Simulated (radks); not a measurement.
The numbers below are computed, except where a source is named.
Species: the osmium ion Os48+. Configuration: [Ar] 3d10 (the NIST ground configuration). Code: a radial shooting solver on a logarithmic mesh with Libxc functionals. Model: scalar-relativistic Kohn-Sham, LB94 model potential, spin-polarised, spherical densities, finite nucleus; Fermi nuclear charge, rms radius 5.4126 fm.

Normalised radial functions P(r) = r R(r), r in bohr:

```
   r/bohr * 2p, o 3s, + 3p (the largest magnitude, 3.73, reaches the edge; | marks zero, & curves that meet)
 0.002183                             +*  o
 0.002731                             +*   o
 0.003389                             |&   o
 0.004207                             |+*   o
 0.005221                             |+*    o
 0.006479                             | +*   o
 0.008106                             | + *  o
  0.01006                             |  +  &
  0.01249                             |   + o *
   0.0155                             |   o +    *
  0.01923                             |o     +      *
  0.02387                           o |        +        *
  0.02986                        o    |         +           *
  0.03706                    o        |          +             *
    0.046                  o          |         +                *
  0.05709                  o          |       +                  *
  0.07085                      o      |   +                    *
  0.08794                           + o                   *
     0.11                   +         |       o     *
   0.1365             +               |        *     o
   0.1695           +                 |   *              o
   0.2103            +                | *              o
    0.261                 +           *           o
    0.324                      +      *      o
   0.4053                          +  * o
    0.503                            +*o
   0.6243                             &
```

2p: eigenvalue -13784.2 eV, 0 radial nodes, <r> = 0.0670 bohr, 90 % of the charge inside 0.109 bohr. 3s: eigenvalue -5403.1 eV, 2 radial nodes at r = 0.0212, 0.0892 bohr, <r> = 0.190 bohr, 90 % of the charge inside 0.278 bohr. 3p: eigenvalue -4914.4 eV, 1 radial node at r = 0.0814 bohr, <r> = 0.190 bohr, 90 % of the charge inside 0.283 bohr.
